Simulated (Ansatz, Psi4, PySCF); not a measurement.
Cl2Si, charge -1, doublet, at a GFN2-xTB geometry (a state made from the parent by changing its charge; the spin is typed, not shown lowest). Base run: PySCF with MP2/6-31G**.

The PySCF input:
```python
from pyscf import gto, scf, mp

mol = gto.M(
    atom='''
Si    0.001929    0.007227    1.067714
Cl    1.178613    1.407333   -0.451322
Cl   -1.180201   -1.413285   -0.427971
''',
    basis='6-31g**',
    charge=-1,
    spin=1,
    verbose=3,
)

mf = scf.UHF(mol)
mf.kernel()

pt = mp.MP2(mf)
pt.kernel()
print('E(MP2) = %.10f' % pt.e_tot)
```

The same geometry, method and basis name were run in Ansatz (an electronic-structure program) and Psi4 and PySCF, at each program's defaults and at the settings that a row names. The base is PySCF at its defaults. Differences at the defaults can come from grids, fitting, cores and function types together.

| code and settings | ΔE vs base (mEh) | basis functions | E (Eh) | SCF cycles |
|---|---|---|---|---|
| PySCF, defaults (exact integrals, spherical functions, all electrons correlated) | 0.000 | 54 | -1208.30320 | 12 |
| Psi4, defaults (density fitting with its default set, Cartesian functions, all electrons correlated) | -19.226 | 57 | -1208.32243 | 14 |
| Ansatz, defaults (factorised integrals, Cartesian functions, frozen core) | 11.105 | 57 | -1208.29210 | - |
| PySCF, frozen core | 18.942 | 54 | -1208.28426 | 12 |
| Psi4, exact integrals, spherical functions, frozen core | 18.942 | 54 | -1208.28426 | 13 |
| Ansatz, high accuracy, frozen core, Cartesian functions as the basis file defines them | 11.094 | 57 | -1208.29211 | - |

Open shells are given as the SCF converged; they aren't shown to be the lowest states, and a large step between rows can be another state.
